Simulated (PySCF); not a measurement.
C₂H₉ClSi₂ (SMILES C[SiH](C)[SiH2]Cl), singlet, geometry from GFN2-xTB. Base run: DF-PBE/pcseg-0 (PySCF).

The PySCF input:
```python
from pyscf import gto, scf, dft

mol = gto.M(
    atom='''
Si    0.635506   -0.329929    1.005163
Cl    2.412259   -0.329374    0.018537
Si   -1.117667   -0.113648   -0.504712
C    -2.763036   -0.067124    0.452108
C    -0.961601    1.493650   -1.518305
H     0.750999    0.749506    1.991801
H     0.627748   -1.574585    1.779138
H    -1.192220   -1.235432   -1.464020
H    -3.608343    0.044958   -0.220027
H    -2.792613    0.761718    1.153815
H    -2.916316   -0.979957    1.019507
H    -0.030403    1.513784   -2.077327
H    -0.974889    2.370198   -0.875425
H    -1.774291    1.600090   -2.231729
''',
    basis='pcseg-0',
    charge=0,
    spin=0,
    verbose=4,
    max_memory=1800,
)

mf = dft.RKS(mol)
mf.xc = 'pbe'
mf = mf.density_fit(auxbasis='def2-universal-jkfit')
mf.kernel()
```

The job was repeated with other settings on one machine. Differences are taken from the largest basis of the pcseg family in the series, which isn't the basis-set limit (pcseg-2: -6.759 eV). The cheapest run took very roughly 20 core-seconds.

```csv
setting,basis functions,"cost, times the cheapest (rough)",difference in HOMO energy (eV)
pcseg-0,75,1,-0.181
pcseg-1,127,2,-0.019
pcseg-2,288,5,reference
```

Times come from a shared machine, hold the start-up and are rough.
